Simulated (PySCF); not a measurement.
C2H4BFO2.
InChI=1S/C2H4BFO2/c1-2(4)3(5)6/h5-6H,1H2

Torsions of this conformer, `[CH2:1]=[C:2]([F:3])[B:4]([OH:5])[OH:6]`: C1–C2–B4–O5 3°, H–O5–B4–C2 180°, H–O6–B4–C2 180°.

The closed-shell ground state was solved at several levels (PySCF, density fitting, gas phase, non-relativistic). Geometry: GFN2-xTB, one conformer, isolated molecule.

```csv
level,basis functions,total energy (Eh),HOMO (eV),LUMO (eV),gap (eV),dipole (D)
wB97X-D/def2-SVPD,161,-353.4969,-9.42,1.09,10.51,3.66
B3LYP/pcJ-1,202,-353.8644,-7.13,-0.70,6.43,3.95
```

What might PBE0/pcSseg-1 (122 basis functions) give for the same quantities?

Total energy -353.4302 Eh, HOMO -7.40 eV, LUMO -0.50 eV, gap 6.90 eV, dipole 3.89 D.

Over all these levels, which gives the widest orbital gap and which the narrowest?

wB97X-D/def2-SVPD (range-separated hybrid) has the widest, 10.51 eV, and B3LYP/pcJ-1 (global hybrid, 20 % exact exchange) the narrowest, 6.43 eV. Functional and basis both differ between the two, so the spread mixes both effects.

How far do the dipole and the HOMO energy spread over the levels?

The dipole runs from 3.66 to 3.95 D (mean 3.83 D) and the HOMO from -9.42 to -7.13 eV.

Note: wB97X-D ran without an empirical dispersion term, which enters the total energy and its gradient alone.
